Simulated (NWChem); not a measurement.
Everything below was run with NWChem. System: CH3FGe, charge 0, spin multiplicity 1, displaced from the optimised geometry. The structure started from a generated list of species. Level: CCSD(T)/def2-SVP, 11 core orbitals frozen, spin-restricted.

Input file:

```
start mol
memory heap 100 mb stack 700 mb global 1900 mb
geometry units angstroms nocenter noautoz noautosym
  Ge    -0.470157    -0.079649     0.000000
  F      0.812880    -1.303036     0.000000
  C      0.772164     1.491383     0.000000
  H      0.241185     2.456396     0.000000
  H      1.427471     1.435706    -0.887696
  H      1.591298     1.421787     1.109620
end
basis spherical
  * library def2-svp
end
scf
  rhf
  nopen 0
  maxiter 100
  thresh 1e-7
  semidirect memsize 60000000 filesize 0
end
ccsd
  freeze core 11
  maxiter 60
end
task ccsd(t) energy
```

Part of the output:

```
             Northwest Computational Chemistry Package (NWChem) 7.3.0
             --------------------------------------------------------

                                NWChem Input Module
                                -------------------

 Scaling coordinates for geometry "geometry" by  1.889725989
 (inverse scale =  0.529177249)

                             Geometry "geometry" -> ""
                             -------------------------

 Output coordinates in angstroms (scale by  1.889725989 to convert to a.u.)

  No.       Tag          Charge          X              Y              Z
 ---- ---------------- ---------- -------------- -------------- --------------
    1 Ge                  32.0000    -0.47015700    -0.07964900     0.00000000
    2 F                    9.0000     0.81288000    -1.30303600     0.00000000
    3 C                    6.0000     0.77216400     1.49138300     0.00000000
    4 H                    1.0000     0.24118500     2.45639600     0.00000000
    5 H                    1.0000     1.42747100     1.43570600    -0.88769600
    6 H                    1.0000     1.59129800     1.42178700     1.10962000

 Effective nuclear repulsion energy (a.u.)     179.2963858125

            Nuclear Dipole moment (a.u.)
            ----------------------------
        X                 Y               Z
 ---------------- ---------------- ----------------
     0.3096013676    -0.0262766399     0.4193755503


 Summary of "ao basis" -> "" (spherical)
 ------------------------------------------------------------------------------
       Tag                 Description            Shells   Functions and Types
 ---------------- ------------------------------  ------  ---------------------
 *                          def2-svp                  on all atoms

 Summary of "ao basis" -> "ao basis" (spherical)
 ------------------------------------------------------------------------------
       Tag                 Description            Shells   Functions and Types
 ---------------- ------------------------------  ------  ---------------------
 Ge                         def2-svp                12       32   5s4p3d
[...]
 ccsd(t): done       20 out of       50 progress:   40.0%
 ccsd(t): done       21 out of       50 progress:   42.0%
 ccsd(t): done       22 out of       50 progress:   44.0%
 ccsd(t): done       23 out of       50 progress:   46.0%
 ccsd(t): done       24 out of       50 progress:   48.0%
 ccsd(t): done       25 out of       50 progress:   50.0%
 ccsd(t): done       26 out of       50 progress:   52.0%
 ccsd(t): done       27 out of       50 progress:   54.0%
 ccsd(t): done       28 out of       50 progress:   56.0%
 ccsd(t): done       29 out of       50 progress:   58.0%
 ccsd(t): done       30 out of       50 progress:   60.0%
 ccsd(t): done       31 out of       50 progress:   62.0%
 ccsd(t): done       32 out of       50 progress:   64.0%
 ccsd(t): done       33 out of       50 progress:   66.0%
 ccsd(t): done       34 out of       50 progress:   68.0%
 ccsd(t): done       35 out of       50 progress:   70.0%
 ccsd(t): done       36 out of       50 progress:   72.0%
 ccsd(t): done       37 out of       50 progress:   74.0%
 ccsd(t): done       38 out of       50 progress:   76.0%
 ccsd(t): done       39 out of       50 progress:   78.0%
 ccsd(t): done       40 out of       50 progress:   80.0%
 ccsd(t): done       41 out of       50 progress:   82.0%
 ccsd(t): done       42 out of       50 progress:   84.0%
 ccsd(t): done       43 out of       50 progress:   86.0%
 ccsd(t): done       44 out of       50 progress:   88.0%
 ccsd(t): done       45 out of       50 progress:   90.0%
 ccsd(t): done       46 out of       50 progress:   92.0%
 ccsd(t): done       47 out of       50 progress:   94.0%
 ccsd(t): done       48 out of       50 progress:   96.0%
 ccsd(t): done       49 out of       50 progress:   98.0%
 ccsd(t): done       50 out of       50 progress:  100.0%
 Time for integral evaluation pass     1        9.80
 Time for triples evaluation pass      1       14.57

 pseudo-e(mp4)  -0.16787241977865E-01
 pseudo-e(mp5)   0.19402070401858E-02
        e(t)    -0.14847034937679E-01

 --------------
 CCSD(T) Energy
 --------------
 Reference energy:                   -2214.029577971586150

 CCSD corr. energy:                     -0.563786432889911
 T(CCSD) corr. energy:                  -0.016787241977865
 Total CCSD+T(CCSD) energy:          -2214.610151646454142

 CCSD corr. energy:                     -0.563786432889911
 (T) corr. energy:                      -0.014847034937679
 Total CCSD(T) energy:               -2214.608211439413935

 routine      calls  cpu(0)   cpu-min  cpu-ave  cpu-max   i/o
 aoccsd          1     0.04     0.04     0.04     0.04    0.00
 iterdrv         1     0.03     0.03     0.03     0.03    0.00
 pampt          13     0.35     0.35     0.35     0.35    0.00
 t2pm           13     0.77     0.77     0.77     0.77    0.00
 sxy            13     1.37     1.37     1.37     1.37    0.00
 ints      4029155   101.06   101.06   101.06   101.06    0.00
 t2eri        7293    29.91    29.91    29.91    29.91    0.00
 idx2         7293     3.73     3.73     3.73     3.73    0.00
 idx34          13     0.32     0.32     0.32     0.32    0.00
 ht2pm          13     0.77     0.77     0.77     0.77    0.00
 itm            13     4.04     4.04     4.04     4.04    0.00
 pdiis          13     0.06     0.06     0.06     0.06    0.00
 triples         1     0.00     0.00     0.00     0.00    0.00
 rdtrpo          1     0.04     0.04     0.04     0.04    0.00
 trpmos          1     9.80     9.80     9.80     9.80    0.00
 trpdrv          1     1.79     1.79     1.79     1.79    0.00
 dovvv      147000     5.54     5.54     5.54     5.54    0.00
 doooo      147000     2.19     2.19     2.19     2.19    0.00
 tengy      137200     4.81     4.81     4.81     4.81    0.00
 Total               166.61   166.61   166.61   166.61    0.00

 Task  times  cpu:      178.4s     wall:      178.4s

 Total times  cpu:      178.5s     wall:      178.5s
```
